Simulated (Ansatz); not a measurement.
W(NH)(S)(Cl)(Me) (CH4ClNSW), SMILES [CH3][W](=[NH])(=[S])[Cl], multiplicity 1.

The structure is a stationary point at PBE0-D3(BJ)/def2-SVP. The spin state was assumed, not searched. The structure was generated by enumeration; whether it is a known compound was not checked. The def2 effective core potentials stand for the cores of W; spin–orbit coupling is left out.

Two levels are set side by side: PBE/def2-SVPD (Ansatz, a program for electronic structure) and PBE0/def2-SVPD (Ansatz). Energy differences of separate SCF runs at the same geometry; the states with an electron removed or added have multiplicity 2 and 2. Differences are taken from unrounded values.

| quantity | PBE0 | PBE | PBE minus PBE0 |
|---|---|---|---|
| vertical ionisation energy (eV) | 9.47 | 9.31 | -0.17 |
| vertical electron affinity (eV) | 1.28 | 1.00 | -0.28 |
| vertical singlet–triplet gap (eV) | 2.81 | 2.96 | 0.15 |
